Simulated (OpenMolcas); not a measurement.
Pd2+ (d8) on a cation site of an ionic host was computed by CASSCF with the d shell active (OpenMolcas, ANO-RCC-VDZP on the metal). Its lowest spin-free states, and all those of the highest spin:

```csv
2S+1,Degeneracy,E (cm-1)
3,3,0.0
3,3,4601
3,1,9985
1,3,12888
1,2,13510
3,3,17325
1,3,20475
1,3,22494
1,1,22557
1,2,25285
1,1,49174
```

Is the site octahedral, tetrahedral or cube-like, axial, or of lower symmetry?

The states with 2S+1 = 3 have orbital degeneracies 3, 3, 1, 3. Threefold states need a cubic site. For d8 at this spin an octahedron puts the single A2 below the threefold T2 and a tetrahedron or cube puts the threefold T1 below the threefold T2, so the site is a tetrahedron or a cube, which this pattern cannot tell apart. The run had Pd2+ with its 8 nearest fluoride ions at 2.373 Å, on the Sr site of SrF2 (a = 5.796 Å, distance in the model lattice 2.510 Å). The rest of the host is ab initio model potentials to 7.6 Å and point charges beyond; the distance is set by hand and nothing relaxes. Ligand basis ANO-RCC-VDZP.

An orbital triplet at a regular site is open to Jahn-Teller coupling, which can distort the site and quench the lowest spin-orbit gaps and is left out. Without dynamic correlation the repulsion within the d shell is too large (B by tens of per cent), so at a given field states of lower spin stand too high. Real 4d8 and 5d8 ions are as a rule square planar and diamagnetic. With metal d orbitals alone the field can be off either way by tens of per cent. Ligand-to-metal charge-transfer states are missing. With no ligand orbital active B as a rule stays too high, so bands that hang on it stand too high and its fall with covalency is understated. No measured value stands beside these numbers; the geometry was set by hand and not optimised.
